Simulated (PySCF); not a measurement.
SnOF2, SMILES [O]=[Sn]([F])[F].

Geometry optimised at PBE-D3(BJ)/def2-SVP. The def2 effective core potentials stand for the cores of Sn; spin–orbit coupling is left out.

Method: PBE-D3(BJ)/def2-SVP in PySCF 2.14.0.

Frequencies are harmonic and unscaled.

Computed harmonic wavenumbers and intensities:
```
mode  ν (cm⁻¹)  IR (km/mol)  moving atoms (share of kinetic energy)
----  --------  -----------  --------------------------------------
1          140         33.5                 O 59 %, F 25 %, Sn 15 %
2          144         29.0                 O 37 %, F 33 %, Sn 30 %
3          181         12.7                         F 89 %, Sn 10 %
4          607         23.2                                  F 86 %
5          617         58.2                         F 85 %, Sn 15 %
6          797         24.3                         O 82 %, Sn 15 %
```
